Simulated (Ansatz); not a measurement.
Input and output for the cluster Ag₃ (the lowest doublet isomer of a short search).

```yaml
crystal:
  periodic: [false, false, false]
  atoms:
    - {symbol: Ag, position_ang: [0.436817, -0.874273, -1.362665]}
    - {symbol: Ag, position_ang: [-1.216373, 0.772318, -0.116031]}
    - {symbol: Ag, position_ang: [0.779545, 0.101955, 1.478697]}
basis:
  gaussian: {orbitals: def2-mTZVP}
magnetization: {spin_polarized: true, initial_magnetization: 1}
hamiltonian: {xc: {name: PBE}, dispersion: d4}
scf: {lower_state_search: light}
output: {forces: true}
```

```sh
$ ansatz run in.yaml --threads 4 --pin off --events-out ev --progress --plain --max-ram 3916MiB
```

Shortened log:

```
Functional definition: PBE
1059 factors; their error is unknown
mean field evaluation 1: about -11997.6077 eV, gradient 3.3e1 eV
mean field evaluation 2: about -11971.8921 eV, gradient 9.4e1 eV
mean field evaluation 4: about -12001.2949 eV, gradient 6.8e0 eV
mean field evaluation 8: about -12001.4803 eV, gradient 9.4e-2 eV
mean field evaluation 16: about -12001.4819 eV, gradient 6.0e-5 eV
mean field evaluation 32: about -12001.4050 eV, gradient 7.5e-1 eV
mean field evaluation 64: about -12001.4483 eV, gradient 8.2e-1 eV
mean field -12001.48193247 eV, -441.0463261215 hartree, gradient 2.2e-5 eV, S^2 0.753120; 4 other end points of the search recorded, 0 dependent functions left out
reference -12001.48197645 eV, -441.0463277378 hartree; 29, 28 occupied and 70, 71 virtual orbitals, 1059 factors
Total energy: -12001.60331344 eV, -441.0507867901 hartree
Atom 0 at     0.436817    -0.874273    -1.362665 Å, force     0.006901    -0.007861    -0.007528 eV/Å
Atom 1 at    -1.216373     0.772318    -0.116031 Å, force    -0.026961     0.013780    -0.010425 eV/Å
Atom 2 at     0.779545     0.101955     1.478697 Å, force     0.020060    -0.005919     0.017953 eV/Å
Dipole moment:    -0.130665     0.083725    -0.010675 e Å
```

Run time 6 s (4 threads of Arm Neoverse V1 on a shared host).

In the def2 sets Ag takes a core potential; there is no spin–orbit coupling.
